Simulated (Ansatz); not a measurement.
A nudged elastic band was laid between two geometries of BClH5NO (9 atoms, charge 0, multiplicity 1).

Method: RKS PBE-D4/6-31G* in Ansatz.

```yaml
movable_images: 9
climbing_image: yes
spring: 5.0 eV/Å²
optimiser: quadratic models (default)
start_path: through a guess of the saddle point
force_threshold: 0.03 eV/Å
iteration_limit: 60
end_points: relaxed
```

Image 0:

```xyz
9
Properties=species:S:1:pos:R:3
B -0.014 0.163 0.387
O -0.296 -0.600 1.542
H -1.236 -0.861 1.551
H 1.124 0.081 -0.028
Cl -1.301 0.031 -0.998
N -0.162 1.799 0.807
H -1.136 2.031 1.049
H 0.126 2.410 0.032
H 0.431 1.994 1.625
```

Image 10:

```xyz
9
Properties=species:S:1:pos:R:3
B -0.029 0.720 -0.265
O -0.104 -0.436 2.303
H -0.864 -0.904 1.901
H 1.045 0.224 -0.440
Cl -1.505 -0.168 -0.777
N -0.184 2.015 0.251
H -1.080 2.497 0.303
H 0.619 2.594 0.489
H -0.361 0.504 2.201
```

Which bonds break or form, and what moves?

Bonds broken: B1–O2, N6–H9. Bonds formed: O2–H9. BClH5NO becomes BClH3N + H2O.

Give the energies along the band, and the barrier.

The forces met the threshold. The highest image is number 6 of 0 to 10, 1.03 eV above the first end and 0.20 eV above the last; the last end lies 0.83 eV above the first. A vibrational analysis at the climbing image gives one clearly imaginary mode, 953i cm⁻¹: a first-order saddle point. The orbitals stay closed-shell, which can raise the energy where a bond breaks towards radicals; this wasn't checked here.

| image | path coordinate (Å) | energy (eV) | B1–O2 (Å) | N6–H9 (Å) | O2–H9 (Å) |
| --- | --- | --- | --- | --- | --- |
| 0 | 0.00 | 0.00 | 1.41 | 1.03 | 2.70 |
| 1 | 0.40 | 0.01 | 1.41 | 1.03 | 2.59 |
| 2 | 0.80 | 0.04 | 1.42 | 1.03 | 2.50 |
| 3 | 1.19 | 0.06 | 1.42 | 1.03 | 2.42 |
| 4 | 1.59 | 0.14 | 1.43 | 1.03 | 2.09 |
| 5 | 1.99 | 0.54 | 1.50 | 1.11 | 1.59 |
| 6 | 2.39 | 1.03 | 1.62 | 1.43 | 1.17 |
| 7 | 2.75 | 0.91 | 1.76 | 1.82 | 1.02 |
| 8 | 3.12 | 0.88 | 2.00 | 2.21 | 0.99 |
| 9 | 3.48 | 0.85 | 2.42 | 2.40 | 0.98 |
| 10 | 3.84 | 0.83 | 2.82 | 2.47 | 0.98 |

What is the geometry of the highest image?


```xyz
9
Properties=species:S:1:pos:R:3:forces:R:3
B -0.003 0.408 0.169 0.00 0.01 0.00
O -0.105 -0.207 1.666 0.00 0.00 0.00
H -0.948 -0.710 1.739 0.00 0.00 0.00
H 1.078 0.164 -0.301 0.00 0.00 0.00
Cl -1.440 -0.208 -0.820 0.00 0.00 0.00
N -0.227 1.853 0.708 -0.01 -0.01 -0.01
H -1.074 2.323 0.377 0.00 0.00 0.00
H 0.571 2.489 0.634 0.00 0.00 0.00
H -0.316 0.934 1.795 0.00 0.00 0.00
```

What are the harmonic wavenumbers there?

953i, 264, 277, 351, 584, 637, 660, 736, 832, 859, 921, 969, 1066, 1148, 1527, 1583, 1889, 2608, 3442, 3539, 3596 cm⁻¹.

The run took 110 s on 1 thread of Intel(R) Xeon(R) 6975P-C (Granite Rapids), with other jobs on the host, peak memory 0.13 GiB.
